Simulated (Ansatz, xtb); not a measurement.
## Relaxing a trial structure of C2H6AlFO

The starting geometry of this gas-phase singlet was built from a drawn formula by distance geometry and a force field; its bonds are those of `[CH3][AlH][C@@H](O)F`.

```json
{"atom": "C", "x (Å)": "1.3796", "y (Å)": "-0.8760", "z (Å)": "1.7745"}
{"atom": "C", "x (Å)": "0.7259", "y (Å)": "1.7356", "z (Å)": "-0.3471"}
{"atom": "Al", "x (Å)": "0.7735", "y (Å)": "-0.2361", "z (Å)": "0.0512"}
{"atom": "F", "x (Å)": "2.0507", "y (Å)": "2.1890", "z (Å)": "-0.2839"}
{"atom": "O", "x (Å)": "-0.0735", "y (Å)": "2.3936", "z (Å)": "0.5850"}
{"atom": "H", "x (Å)": "2.2910", "y (Å)": "-1.5414", "z (Å)": "1.6717"}
{"atom": "H", "x (Å)": "0.5728", "y (Å)": "-1.4288", "z (Å)": "2.3334"}
{"atom": "H", "x (Å)": "1.7130", "y (Å)": "-0.0021", "z (Å)": "2.4462"}
{"atom": "H", "x (Å)": "0.2522", "y (Å)": "-1.2943", "z (Å)": "-1.0333"}
{"atom": "H", "x (Å)": "0.3071", "y (Å)": "1.8619", "z (Å)": "-1.3800"}
{"atom": "H", "x (Å)": "-0.9848", "y (Å)": "2.1807", "z (Å)": "0.3320"}
```

Problem. Where would you expect an optimisation with r2SCAN-D4/def2-SVP to take it?

Solution. A new bond forms, giving a structure given below by its coordinates. Contacts that close: Al3–O5 (2.81 → 1.99 Å).

The energy falls by 0.72 eV over 25 steps:

```
step  E − E(last) (eV)
   1             0.720
   4             0.363
   6             0.184
   9             0.122
  12             0.042
  14             0.009
  17             0.006
  20             0.002
  22             0.001
  25             0.000
```

Final geometry (Å):

```tsv
atom	x (Å)	y (Å)	z (Å)
C	1.4193	-0.7337	1.7475
C	0.9162	1.5974	-0.5761
Al	0.6120	-0.2653	0.0325
F	1.7012	2.3827	0.2386
O	-0.3977	1.4480	0.1081
H	2.1948	-1.5113	1.6347
H	0.6769	-1.1396	2.4568
H	1.8984	0.1366	2.2263
H	-0.1672	-1.2771	-0.9100
H	0.7501	2.1543	-1.5129
H	-0.5964	2.1902	0.7041
```

From the same start GFN2-xTB reaches the same bonding as this run.

No frequencies were run, so the end isn't proven a minimum. Run with Ansatz 0.2.0, 80 s on 2 threads of AMD EPYC 7R43 64-Core Processor (Zen 3), with other jobs on the host.
